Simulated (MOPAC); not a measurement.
MOPAC input (MNDO):

```
MNDO PRECISE GNORM=0.05 LET XYZ UHF MS=0.5 GEO-OK AUX(PRECISION=9) THREADS=1
C4H7Cl2

C    -2.40749400 1    0.60762900 1    0.39750900 1
C    -1.03145700 1    0.14057200 1   -0.02906300 1
C     0.04911000 1    0.43526700 1    1.01928000 1
C     1.42849400 1    0.08156500 1    0.61439700 1
Cl    2.19714700 1    1.01010200 1   -0.60745300 1
Cl   -1.07336600 1   -1.65078000 1   -0.36422600 1
H    -2.39592800 1    1.69032600 1    0.54590800 1
H    -3.15174600 1    0.37143300 1   -0.36155300 1
H    -2.70597700 1    0.13323100 1    1.33327400 1
H    -0.74681100 1    0.58626000 1   -0.98012200 1
H    -0.19886900 1   -0.10220000 1    1.93792100 1
H    -0.00774600 1    1.50769400 1    1.23799800 1
H     1.87088300 1   -0.88540700 1    0.79238900 1
```

From the output:

```
                                                       MOPAC v23.2.5 Linux

          FINAL HEAT OF FORMATION =        -17.71974 KCAL/MOL =     -74.13941 KJ/MOL

          COSMO AREA              =        151.49 SQUARE ANGSTROMS
          COSMO VOLUME            =        146.04 CUBIC ANGSTROMS

          GRADIENT NORM           =          0.04797          =       0.01330 PER ATOM
          IONIZATION POTENTIAL    =          9.999968 EV
          ALPHA SOMO LUMO (EV)    =        -10.000  0.519
          BETA  SOMO LUMO (EV)    =        -12.196  0.243
          NO. OF ALPHA ELECTRONS  =         19
          NO. OF BETA  ELECTRONS  =         18
          MOLECULAR WEIGHT        =        126.0053         POINT GROUP:  C1

          MOLECULAR DIMENSIONS (Angstroms)

            Atom       Atom       Distance
            H     8   Cl     5     5.68662
            H     7   Cl     6     3.66090
            H    11    H    10     3.05182

          SCF CALCULATIONS        =         59

   ATOM   CHEMICAL          X               Y               Z
  NUMBER   SYMBOL      (ANGSTROMS)     (ANGSTROMS)     (ANGSTROMS)

     1       C         -2.44853354  *   0.61930319  *   0.39746888  *
     2       C         -1.08286576  *   0.07470538  *  -0.04080267  *
     3       C          0.07533848  *   0.40323924  *   0.93017262  *
     4       C          1.42609636  *   0.04283699  *   0.42434083  *
     5      Cl          2.38789007  *   1.17307067  *  -0.46792712  *
     6      Cl         -1.21181580  *  -1.72603169  *  -0.26585377  *
     7       H         -2.42143351  *   1.72751802  *   0.45175016  *
     8       H         -3.23613993  *   0.34276380  *  -0.33200378  *
     9       H         -2.75410743  *   0.23614338  *   1.39118998  *
    10       H         -0.84688323  *   0.45508815  *  -1.05921744  *
    11       H         -0.08142572  *  -0.12277829  *   1.90156451  *
    12       H          0.03924011  *   1.49385737  *   1.16290010  *
    13       H          1.89128455  *  -0.92016148  *   0.58305045  *

                             CARTESIAN COORDINATES

   1    C       -2.448533540     0.619303187     0.397468877
   2    C       -1.082865762     0.074705375    -0.040802666
   3    C        0.075338481     0.403239243     0.930172620
   4    C        1.426096359     0.042836992     0.424340832
   5   Cl        2.387890072     1.173070672    -0.467927118
   6   Cl       -1.211815804    -1.726031690    -0.265853772
   7    H       -2.421433506     1.727518023     0.451750160
   8    H       -3.236139933     0.342763796    -0.332003779
   9    H       -2.754107427     0.236143381     1.391189979
  10    H       -0.846883230     0.455088147    -1.059217435
  11    H       -0.081425716    -0.122778292     1.901564507
  12    H        0.039240113     1.493857369     1.162900101
  13    H        1.891284550    -0.920161479     0.583050451

           Empirical Formula: C4 H7 Cl2  =    13 atoms

      MOLECULAR POINT GROUP   :   C1

          ALPHA EIGENVALUES
 -39.01883 -33.12521 -27.04382 -25.44506 -24.29026 -22.39630 -17.25393 -16.19291
 -15.88307 -15.58024 -14.32667 -14.04115 -13.96226 -13.53784 -13.21507 -12.59385
 -12.28256 -12.21033  -9.99997   0.51900   0.73760   2.74007   3.14705   3.24597
   3.61308   3.77703   3.89431   4.02606   4.26345   4.84616   5.18811

           BETA EIGENVALUES
 -38.78145 -32.55056 -26.72538 -25.43793 -23.99887 -22.17173 -17.16417 -16.08355
 -15.77967 -15.38843 -14.22196 -13.94782 -13.75767 -13.32270 -13.18759 -12.57328
 -12.25016 -12.19631   0.24303   0.55546   1.41609   2.85744   3.25271   3.32630
   3.65737   3.83821   4.04325   4.20410   4.61737   5.00682   5.19593

              NET ATOMIC CHARGES AND DIPOLE CONTRIBUTIONS

  ATOM NO.   TYPE          CHARGE      No. of ELECS.   s-Pop       p-Pop
    1          C           0.022042        3.9780     1.22228     2.75568
    2          C           0.079902        3.9201     1.24234     2.67776
    3          C           0.022960        3.9770     1.20590     2.77114
    4          C          -0.061225        4.0612     1.27984     2.78139
    5         Cl          -0.102856        7.1029     1.98055     5.12231
    6         Cl          -0.213349        7.2133     1.98633     5.22701
    7          H           0.006864        0.9931     0.99314
    8          H           0.017663        0.9823     0.98234
    9          H           0.014332        0.9857     0.98567
   10          H           0.046999        0.9530     0.95300
   11          H           0.036383        0.9636     0.96362
   12          H           0.031970        0.9680     0.96803
   13          H           0.098316        0.9017     0.90168
 DIPOLE           X         Y         Z       TOTAL
 POINT-CHG.    -0.874     1.294     1.137     1.932
 HYBRID         0.079    -0.044    -0.048     0.102
 SUM           -0.795     1.250     1.089     1.839

          ATOMIC ORBITAL ELECTRON POPULATIONS

     Atom    s        px        py        pz
    1  C   1.22228   0.89632   0.92091   0.93844
    2  C   1.24234   0.96170   0.75142   0.96464
    3  C   1.20590   0.88892   0.94977   0.93244
    4  C   1.27984   0.91437   0.88897   0.97804
    5 Cl   1.98055   1.72634   1.64696   1.74900
    6 Cl   1.98633   1.99084   1.25503   1.98115
    7  H   0.99314
    8  H   0.98234
    9  H   0.98567
   10  H   0.95300
   11  H   0.96362
   12  H   0.96803
   13  H   0.90168

                    (SZ)    =    0.500000
                    (S**2)  =    0.759504

          ATOMIC ORBITAL SPIN POPULATIONS

    Atom   Total    s     px     py     pz
         Atomic
    1  C -0.0027 -0.000 -0.002 -0.000 -0.000
    2  C  0.0418  0.007  0.018  0.003  0.014
    3  C -0.0846 -0.008 -0.043 -0.011 -0.022
    4  C  1.0811  0.058  0.182  0.150  0.691
    5 Cl -0.0048  0.001 -0.009 -0.016  0.020
    6 Cl -0.0025  0.000  0.000 -0.003  0.000
    7  H  0.0002  0.000
    8  H  0.0010  0.001
    9  H  0.0002  0.000
   10  H -0.0026 -0.003
   11  H  0.0133  0.013
   12  H  0.0124  0.012
   13  H -0.0528 -0.053

 **********************
 *                    *
 * JOB ENDED NORMALLY *
 *                    *
 **********************

 == MOPAC DONE ==
```

The geometry given is a B3LYP-D3(BJ)/def2-TZVP minimum.
